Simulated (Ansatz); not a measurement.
Stepwise reaction of `[Cl][Sc]([Cl])[Cl]` with hydrogen fluoride, as a gas-phase model of exchange steps in deposition or etching. ΔE in kJ/mol; ΔG adds harmonic PBE0-D4 terms to CCSD(T)/CBS, at 1 bar.

Isolated molecules relaxed with PBE0-D4/def2-TZVP in Ansatz; ΔE leaves out vibrations. CBS: MP2 limit from def2 TZ/QZ plus the TZ coupled-cluster correction, frozen cores. This one scheme is used for every species. DFT in def2-TZVPP. B3LYP here is the variant with VWN-RPA as its local correlation; programs differ in this. For Sc outer-core shells are correlated without core-valence functions, which leaves a few kJ/mol of doubt a bond. Scalar relativity is left out up to krypton.

```tsv
step	reaction	PBE-D4	B3LYP-D4	ωB97M-V	CCSD(T)/CBS	ΔG(600 K)
1	`[Cl][Sc]([Cl])[Cl]` + H–F → `[F][Sc]([Cl])[Cl]` + HCl	-18.7	-16.9	-18.0	-6.5	-17.9
3	`[F][Sc]([F])[Cl]` + H–F → `[F][Sc]([F])[F]` + HCl	-14.5	-13.1	-11.9	-3.4	-4.3
```

Give the row of step 2, `[F][Sc]([Cl])[Cl]` + H–F → `[F][Sc]([F])[Cl]` + HCl. (Best estimate.)

Computed: 
| step | reaction | PBE-D4 | B3LYP-D4 | ωB97M-V | CCSD(T)/CBS | ΔG(600 K) |
| --- | --- | --- | --- | --- | --- | --- |
| 2 | `[F][Sc]([Cl])[Cl]` + H–F → `[F][Sc]([F])[Cl]` + HCl | -17.1 | -15.5 | -15.4 | -5.4 | -11.5 |

By hand: ΔE of the 3 steps together at CCSD(T)/CBS.

(-6.5) + (-5.4) + (-3.4) = -15.3 kJ/mol, or -5.1 kJ/mol a step.

In ΔE the steps differ by no more than 3.1 kJ/mol. ΔG lies between -17.9 and -4.3 kJ/mol a step. PBE-D4 differs from CCSD(T)/CBS by -12.2 to -11.1 kJ/mol a step. Isolated molecules leave out the surface, adducts and barriers. Largest T1 diagnostic: 0.017.
